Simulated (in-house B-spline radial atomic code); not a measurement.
The numbers below are computed, except where a source is named.
**Stopping and range of 50 keV Hf in Si**

The pair potential comes from two frozen, spherical free-atom densities (PBE, B-spline radial code, scalar-relativistic past argon): electrostatics plus the change in Thomas-Fermi kinetic and Dirac exchange energy where they overlap, the recipe behind the universal ZBL potential, which averages such potentials (from solid-state densities) over many pairs. It is written V = (Z1 Z2 e²/r) φ(r/a), with e² = 14.3996 eV·Å and a = 0.46850 Å/(Z1^0.23 + Z2^0.23); ZBL's fit is φ = 0.18175 e^(−3.1998x) + 0.50986 e^(−0.94229x) + 0.28022 e^(−0.4029x) + 0.02817 e^(−0.20162x). Where φ falls below 4e-4 it is continued as an exponential.

The target is taken as amorphous, with density 2.329 g/cm³ (NSM archive of the Ioffe Institute); channelling is ignored. Masses: Hf 178.49, Si 28.09 u. Nuclear stopping is S_n = 4π a Z1 Z2 e² M1/(M1 + M2) × s_n(ε), with s_n integrated over impact parameters for each pair. Electronic stopping is Lindhard and Scharff's S_e = Z1^(1/6) 8π e² a0 Z1 Z2/(Z1^(2/3) + Z2^(2/3))^(3/2) × v/v0, with a0 = 0.529177 Å and v = v0 at 24.801 keV/u; it misses the oscillations with Z1 seen in experiment, which reach tens of per cent. Compounds add by atom fraction.

```
target atom    a (Å)  ε at this energy  s_n, this pair  s_n, ZBL potential
         Si  0.10390           0.04867          0.2684              0.2729
```

(1) What are the atom density and the stopping powers at entry?

Along the track:

```tsv
E (keV)	N S_n (eV/nm)	N S_e (eV/nm)
2.5	705	42
7.5	1150	72.8
15	1500	103
25	1800	133
37.5	2030	163
50	2190	188
```

(2) Estimate the path length and the projected range.

Answers

(1) N = 2.329 × 0.602214/28.09 = 0.04993 atoms/Å³. For Si: S_n = 16370 × 0.2684 = 4395 eV·Å², S_e = 1.6838 × √50000 = 376.5 eV·Å². Averaged over the target's atoms and times N × 10 Å/nm, the ion loses N S_n = 2190 eV/nm to recoils and N S_e = 188 eV/nm to electrons; the nuclear share is 92 %.

(2) With continuous slowing down the path is the integral of dE/(N (S_n + S_e)). Trapezoids over the table give 28.1 nm, and the stretch below the first row, with stopping taken as √E, adds 2E/(N S) = 6.7 nm: 34.8 nm in all, against 34.2 nm on a fine grid from 5 eV. Deflections shorten the depth: to first order in the energy passed on, N (S_n + S_e) dR_p/dE = 1 − N S_n (M2/M1) R_p/(2E), summed over the target's atoms, and integrating this on the fine grid gives R_p = 30.2 nm, 0.88 of the path. Lindhard's rule of thumb R/(1 + M2/3M1), with mean M2/M1 = 0.16, gives 32.5 nm. On the ZBL potential the same equation gives 29.8 nm, and the full integral equation, which keeps hard collisions, 30.1 nm.
